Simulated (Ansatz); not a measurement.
Start from `CB(F)[SeH]` and change one atom or group to get `CB(F)[SiH2][AlH2]`.

Ansatz, PBE0-D4/def2-TZVP geometries, multiplicity 1. Each molecule was computed in one conformer, which needn't be the lowest.

Scalar relativity is left out up to krypton.

```csv
property,`CB(F)[SeH]`
HOMO–LUMO gap (B3LYP/def2-TZVPP) / eV,6.73
size of the dipole moment (ωB97M-V/def2-TZVPP) / D,1.80
LUMO energy (B3LYP/def2-TZVPP) / eV,-0.54
LUMO energy (PBE0/def2-TZVPP) / eV,-0.34
LUMO energy (ωB97M-V/def2-TZVPP) / eV,1.71
size of the dipole moment (PBE/def2-TZVPP) / D,1.69
```

(1) Give the same properties after the change, and the shifts. (Best estimate.)

Answers

(1) Computed: 
```csv
property,`CB(F)[SiH2][AlH2]`,shift
HOMO–LUMO gap (B3LYP/def2-TZVPP) / eV,4.69,-2.04
size of the dipole moment (ωB97M-V/def2-TZVPP) / D,1.09,-0.71
LUMO energy (B3LYP/def2-TZVPP) / eV,-2.37,-1.83
LUMO energy (PBE0/def2-TZVPP) / eV,-2.19,-1.85
LUMO energy (ωB97M-V/def2-TZVPP) / eV,-0.53,-2.24
size of the dipole moment (PBE/def2-TZVPP) / D,1.09,-0.60
```

With PBE0 the HOMO rises by 0.26 eV and the LUMO falls by 1.85 eV, so the gap narrows by about 2.11 eV. PBE moves the HOMO by 0.20 eV and ωB97M-V by 0.43 eV. Dipoles are sizes alone; their direction can turn.

B3LYP here is the variant with VWN-RPA as its local correlation; programs differ in this.

Spin–orbit coupling is left out; it splits and shifts lone-pair levels of the heavy atoms by tenths of an eV.
